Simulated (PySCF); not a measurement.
A calculation to check before its numbers are used.

An EPR job on VO2, SMILES `[O]=[V]=[O]` (doublet state). Theory: UKS PBE, IGLO-III on O, def2-TZVP with a decontracted core on V, non-relativistic, mean-field spin-orbit, GIAO (PySCF 2.14.0).

Driver input (Å, PBE0-D3(BJ)/def2-SVP geometry):

```
{"job": {"kind": "epr", "xc": "PBE"}, "charge": 0, "multiplicity": 2}
V      0.0070    -0.0837    -0.5837
O      1.3132    -0.0293     0.3129
O     -1.3366     0.0158     0.2508
```

Output:

```
starts in def2-SVP, energy above the lowest (Eh): 0.00000 0.00000 0.00000 0.00000
UKS, coarse grid
  cycle   1  E = -1073.03808301  |g| = 1.13e+01
  cycle   2  E = -1030.47170329  |g| = 7.80e+00
  cycle   3  E = -1039.70062878  |g| = 1.27e+01
  cycle   4  E = -1045.54556025  |g| = 1.20e+01
  cycle   5  E = -1046.74647842  |g| = 1.19e+01
  cycle   6  E = -1046.79723060  |g| = 1.19e+01
  cycle   7  E = -1048.82827360  |g| = 1.18e+01
  cycle   8  E = -1049.91852962  |g| = 1.16e+01
  cycle   9  E = -1050.73506196  |g| = 1.15e+01
  cycle  10  E = -1058.86221574  |g| = 1.07e+01
  ... (20 cycles left out)
  cycle  31  E = -1066.39668857  |g| = 9.20e+00
  cycle  32  E = -1064.21521005  |g| = 9.45e+00
  cycle  33  E = -1066.71692571  |g| = 9.26e+00
  cycle  34  E = -1064.68085434  |g| = 9.60e+00
  cycle  35  E = -1065.79241797  |g| = 9.46e+00
  cycle  36  E = -1062.13232695  |g| = 9.74e+00
  cycle  37  E = -1065.21183654  |g| = 9.32e+00
  cycle  38  E = -1023.00139815  |g| = 8.51e+00
  cycle  39  E = -1064.97894446  |g| = 9.11e+00
  cycle  40  E = -1070.10610211  |g| = 8.56e+00
UKS, final grid
  cycle   1  E = -1073.03802605  |g| = 1.13e+01
  cycle   2  E = -1030.47154362  |g| = 7.80e+00
  cycle   3  E = -1039.49030564  |g| = 1.28e+01
  cycle   4  E = -1045.47224726  |g| = 1.20e+01
  cycle   5  E = -1046.68954770  |g| = 1.19e+01
  cycle   6  E = -1046.72749481  |g| = 1.19e+01
  cycle   7  E = -1048.64492371  |g| = 1.18e+01
  cycle   8  E = -1049.55633588  |g| = 1.17e+01
  cycle   9  E = -1050.15562211  |g| = 1.16e+01
  cycle  10  E = -1058.53390914  |g| = 1.07e+01
  ... (40 cycles left out)
  cycle  51  E = -1069.88538934  |g| = 8.41e+00
  cycle  52  E = -1070.19450731  |g| = 8.35e+00
  cycle  53  E = -1070.66671224  |g| = 8.25e+00
  cycle  54  E = -1072.01184836  |g| = 8.03e+00
  cycle  55  E = -1072.65476768  |g| = 7.85e+00
  cycle  56  E = -1025.08423143  |g| = 8.11e+00
  cycle  57  E = -1071.22750056  |g| = 8.20e+00
  cycle  58  E = -1071.32872985  |g| = 8.30e+00
  cycle  59  E = -1069.78425650  |g| = 8.50e+00
  cycle  60  E = -1070.62345772  |g| = 8.38e+00
again with level shift 0.25
  cycle   1  E = -1024.62385979  |g| = 8.42e+00
  cycle   2  E = -996.78167518  |g| = 1.73e+01
  cycle   3  E = -1027.45601450  |g| = 1.38e+01
  cycle   4  E = -1039.31609699  |g| = 1.25e+01
  cycle   5  E = -1047.30078371  |g| = 1.15e+01
  cycle   6  E = -1062.39118394  |g| = 9.75e+00
  cycle   7  E = -1064.30638499  |g| = 9.37e+00
  cycle   8  E = -1066.75426642  |g| = 8.99e+00
  cycle   9  E = -1071.21321381  |g| = 8.18e+00
  cycle  10  E = -1075.85155149  |g| = 7.31e+00
  ... (100 cycles left out)
  cycle 111  E = -1094.20090835  |g| = 9.80e-04
  cycle 112  E = -1094.20090842  |g| = 1.01e-03
  cycle 113  E = -1094.20090850  |g| = 1.06e-03
  cycle 114  E = -1094.20090869  |g| = 1.03e-03
  cycle 115  E = -1094.20090934  |g| = 6.51e-04
  cycle 116  E = -1094.20090969  |g| = 6.26e-04
  cycle 117  E = -1094.20091006  |g| = 6.19e-04
  cycle 118  E = -1094.20091054  |g| = 5.35e-04
  cycle 119  E = -1094.20091097  |g| = 5.59e-04
  cycle 120  E = -1094.20091040  |g| = 1.31e-03
E = -1094.20091040 Eh   <S^2> = 0.7557 (exact 0.7500)
```

Question: What do the cycles show, and can the last energy be used?

Answer: Not as a result. Over 220 cycles, restarts included, the SCF didn't meet its thresholds. In the last 6 printed cycles the orbital gradient lies between 5.3e-04 and 1.3e-03 (last value 1.3e-03), and the energy moves within 1.6e-06 Eh. No EPR parameter was computed, and the last energy isn't that of a stationary solution.

Question: What would you do next?

Answer: Try another starting guess, a larger level shift, fractional occupations or lower symmetry, and check the charge and spin state; the log alone doesn't show which is at fault.
